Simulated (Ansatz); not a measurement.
`C[SiH](C)C#N` → `CC#N` + `C[SiH]` at 700 K and 1 bar (silylene formation by 1,1-elimination).

Computed with Ansatz on PBE0-D4/def2-TZVP structures; ΔE is electronic, products minus reactants. CBS: MP2 limit from def2 TZ/QZ plus the TZ coupled-cluster correction, frozen cores. This one scheme is used for every species.

```csv
species,CCSD(T)/CBS energy (Eh),H − E (kJ/mol),S (J/(mol·K))
`C[SiH](C)C#N`,-462.17463,323.5,478.2
`CC#N`,-132.59492,158.4,298.4
`C[SiH]`,-329.46712,152.0,322.2
```

H − E and S are ideal-gas, rigid-rotor, harmonic terms from PBE0-D4/def2-TZVP. 1 Eh = 2625.50 kJ/mol, R = 8.31446 J/(mol·K).

Q: By hand: ΔE, ΔH, ΔS and ΔG.

A: ΔE = (-132.59492) + (-329.46712) − (-462.17463) = 0.11259 Eh = 295.6 kJ/mol. Δ(H − E) = 158.4 + 152.0 − 323.5 = -13.1, so ΔH = 282.5 kJ/mol. ΔS = 298.4 + 322.2 − 478.2 = 142.4 J/(mol·K). ΔG = 282.5 − 700 × (142.4)/1000 = 182.8 kJ/mol.

Q: By hand: the equilibrium constant, and the temperature at which ΔG would vanish if ΔH and ΔS stayed fixed.

A: log₁₀ K = −ΔG/(RT ln 10) = -13.6. ΔG = 0 at ΔH/ΔS = 1984 K.

The number of gas molecules changes by +1, which sets the sign of ΔS. A doubt of 5 kJ/mol in ΔE shifts log₁₀ K by 0.4 here. These are equilibria of isolated gas molecules and say nothing of rates. Largest T1 diagnostic: 0.012 (customary marks: 0.02 for closed shells, 0.045 for open ones).
